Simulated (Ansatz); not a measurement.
```yaml
crystal:
  periodic: [false, false, false]
  atoms:
    - {symbol: C, position_ang: [-1.827812, 0.219144, 0.925156]}
    - {symbol: N, position_ang: [-0.546939, 0.436153, 0.297682]}
    - {symbol: C, position_ang: [0.240580, -0.575829, -0.138873]}
    - {symbol: O, position_ang: [-0.060952, -1.753240, -0.041116]}
    - {symbol: Si, position_ang: [1.918302, -0.128193, -0.953761]}
    - {symbol: H, position_ang: [-2.631781, 0.690233, 0.354219]}
    - {symbol: H, position_ang: [-1.998825, -0.855641, 0.957629]}
    - {symbol: H, position_ang: [-1.839806, 0.612019, 1.944887]}
    - {symbol: H, position_ang: [-0.215523, 1.377359, 0.175137]}
    - {symbol: H, position_ang: [2.128434, 1.348010, -0.994026]}
    - {symbol: H, position_ang: [1.914134, -0.665371, -2.334955]}
    - {symbol: H, position_ang: [2.997088, -0.759944, -0.157878]}
basis:
  gaussian: {orbitals: cc-pVTZ-PP}
magnetization: {spin_polarized: true, initial_magnetization: 0}
hamiltonian: {xc: {name: HF}}
correlation: {method: rpa, electrons: all}
```

```sh
$ ansatz run in.yaml --threads 4 --pin off --events-out ev --progress --plain --max-ram 10444MiB
```

It prints (some lines left out):

```
Functional definition: HF
Error: <dir> the basis set cc-pVTZ-PP has no functions for C
```

Something in this input is off. What?

The basis set is misnamed or doesn't suit the job. The program refused the input.
